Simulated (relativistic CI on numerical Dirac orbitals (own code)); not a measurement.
Method of calculation: Dirac-Coulomb-Breit CI, KLI orbitals optimised for each configuration, model QED, unscaled Slater integrals (own radial code, finite nucleus).

The strongest absorption lines from the ground level of an ion, among the configurations computed and to levels below about 130 eV (vacuum wavelength in Å, gf): 95.579 (0.75), 95.860 (0.52), 113.25 (1.1), 142.17 (0.3), 142.63 (0.53), 144.48 (0.45), 148.39 (0.29), 149.74 (0.35).

(1) Which ion is it?
A. Se VI
B. Zn IV
C. Se VIII
D. Kr X

## Answers

(1) C. Se VIII has 27 electrons and the ground level 3s2.3p6.3d9 2D_5/2; the strongest line goes to 3s2.3p5.3d10 2P°_3/2. The pattern of lines fixes the number of electrons, and along that sequence the line energies rise steadily with the charge (about as its square where n changes within one kind of shell, about linearly where n is kept but much faster in heavy ions where fine structure, which grows about as Z⁴, sets the gap, and irregularly where shells cross), which fixes Z. Configurations outside the model, such as inner-shell arrays, can give stronger lines. At this charge configurations can still be misplaced by up to about 7 % of their energy.

LS names give the leading component of a level, which can be under half, so a name can repeat, a term be missing and a line seem to break the LS rules.
